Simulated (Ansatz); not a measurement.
Ansatz (a first-principles code) input file for stibine (H3Sb), SMILES [SbH3], PBE/def2-TZVPD. Geometry: B3LYP-D3(BJ)/def2-TZVPD. The def2 effective core potentials stand for the cores of Sb; spin–orbit coupling is left out.

Ansatz 0.2 input:
```yaml
crystal:
  periodic: [false, false, false]
  atoms:
    - {symbol: Sb, position_ang: [-0.00000000, 0.00000000, 0.05361477]}
    - {symbol: H, position_ang: [1.22652467, -0.70813435, -0.91145114]}
    - {symbol: H, position_ang: [-1.22652464, -0.70813435, -0.91145117]}
    - {symbol: H, position_ang: [0.00000001, 1.41626868, -0.91145117]}
basis:
  gaussian:
    orbitals: def2-TZVPD
hamiltonian:
  xc: {name: PBE}
```

Log of the run:

```
WARN ansatz: RAYON_NUM_THREADS=1 ignored (pool sized by the plan → 1); use --threads N
Functional definition: PBE
integrals: 0.01 GiB planned
566 factors; their error is unknown
mean field: 0.16 GiB planned
mean field evaluation 1: about -6584.8670 eV, gradient 1.4e1 eV
mean field evaluation 2: about -6584.8579 eV, gradient 1.6e1 eV
mean field evaluation 4: about -6585.5901 eV, gradient 6.9e-1 eV
mean field evaluation 8: about -6585.5813 eV, gradient 5.6e-3 eV
mean field -6585.58131954 eV, -242.0156496257 hartree, gradient 4.9e-5 eV, S^2 0.000000; 0 other end points of the search recorded, 0 dependent functions left out
reference -6585.58135702 eV, -242.0156510030 hartree; 13, 13 occupied and 70, 70 virtual orbitals, 566 factors
Total energy: -6585.58135702 eV, -242.0156510030 hartree
```

The run converged.

Cost: around 0.8 core-seconds (rough).
